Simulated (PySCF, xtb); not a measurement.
stibine (H₃Sb), SMILES [SbH3].

GFN2-xTB (xtb 6.7.1) at its own geometry gives an orbital gap of 4.84 eV and a dipole moment of 1.20 D.

Coordinates come from a B3LYP-D3(BJ)/def2-TZVPD optimisation. The def2 effective core potentials stand for the cores of Sb; spin–orbit coupling is left out.

Problem. What does CAM-B3LYP/def2-TZVPD (PySCF) give? (An estimate is asked for; the answer gives what the named calculation found.)

Solution. gap 9.38 eV (levels -8.80 and 0.58 eV), dipole 0.39 D.
